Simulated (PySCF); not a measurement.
Choosing a basis for TDDFT

C3H5GeNO.
Atom-mapped SMILES: `[GeH3:1][c:2]1[cH:3][cH:4][n:5][o:6]1` (hydrogens: H7, H8, H9 on Ge1; H10 on C3; H11 on C4)

TDDFT with PBE0 (PySCF), vertical singlets, core orbitals frozen in the response, spherical d and f functions. Isolated species at its PBE0-D3(BJ)/def2-SVP geometry, gas phase. Relativistic effects, spin–orbit coupling among them, are left out although an element past zinc is present.

Question: Compare 6-31G*, def2-SVP, def2-SVPD, aug-cc-pVDZ, def2-TZVP and def2-TZVPD for this molecule.

Answer: 

| basis | functions | diffuse | S1 (eV) | S2 (eV) | S3 (eV) | S4 (eV) | S5 (eV) | LUMO (eV) | α (au) |
| --- | --- | --- | --- | --- | --- | --- | --- | --- | --- |
| 6-31G* | 112 | no | 6.39 | 6.48 | 7.07 | 7.29 | 7.83 | -0.43 | 61.2 |
| def2-SVP | 127 | no | 6.25 | 6.45 | 7.04 | 7.47 | 7.73 | -0.68 | 64.6 |
| def2-SVPD | 181 | yes | 6.24 | 6.29 | 6.92 | 6.95 | 7.30 | -0.86 | 74.0 |
| aug-cc-pVDZ | 196 | yes | 6.23 | 6.32 | 6.53 | 6.87 | 6.95 | -0.81 | 75.7 |
| def2-TZVP | 233 | no | 6.28 | 6.29 | 6.90 | 7.28 | 7.57 | -0.78 | 72.3 |
| def2-TZVPD | 287 | yes | 6.23 | 6.28 | 6.74 | 6.87 | 7.18 | -0.83 | 75.5 |

States are compared by their number. Against the largest diffuse basis here (def2-TZVPD, itself not a converged limit), sets without diffuse functions differ by up to 0.16 eV in S1 and 0.66 eV in S5; the smaller diffuse sets differ by up to 0.01 and 0.22 eV. S1 is led by HOMO-2→LUMO (98%) in 6-31G* and by HOMO→LUMO (93%) in def2-TZVPD. S1 is led by HOMO-1→LUMO (97%) in def2-SVP and by HOMO→LUMO (93%) in def2-TZVPD. State by state, the largest deviation of a set without diffuse functions is S1 0.16, S2 0.20, S3 0.32, S4 0.60, S5 0.66 eV. The same number needn't mean the same state in each row. Against def2-TZVPD the polarisability deviates by -19% in 6-31G*, -15% in def2-SVP, -2% in def2-SVPD, 0% in aug-cc-pVDZ, -4% in def2-TZVP.
